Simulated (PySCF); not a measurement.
## RbCa and its ions

ROHF-CCSD(T); basis Rb def2-SVP with ECP28, Ca def2-SVP; scalar-relativistic core potentials; PySCF 2.14. Neutral (ROHF): doublet (σ ↑), Re = 4.620 Å, ωe = 43.9 cm⁻¹, De = 0.12 eV.

RbCa⁺ (RHF): singlet (closed shell), Re = 4.364 Å, ωe = 70.4 cm⁻¹, De = 0.44 eV to Rb⁺ + Ca. The energies at the minima are -700.66576 hartree for RbCa and -700.52769 for RbCa⁺.

(1) Work out the adiabatic ionisation energy, without and with harmonic zero-point energies (1 hartree = 27.2114 eV, 1 eV = 8065.5 cm⁻¹), and the change of the bond length.

Correlated steps freeze 5 core orbitals. Weak bonds: RbCa, RbCa⁺. Basis-set superposition, not corrected here, can be much of De in a small basis, most of all at correlated wavefunction levels. For an ion De counts to the pair picked by the measured ionisation energies or electron affinities, which need not be the lowest pair at this level. States were picked by a PBE0 search and need not be the measured ground states.

## Answers

(1) At CCSD(T): 0.13807 hartree = 3.757 eV between the minima; the zero-point term (70.4 − 43.9)/2 cm⁻¹ = +0.002 eV makes it 3.759 eV. Re changes by -25.6 pm against the neutral. The electron leaves a σ orbital, and the shorter bond of the ion fits an antibonding orbital, or a change in how ionic the bond is.
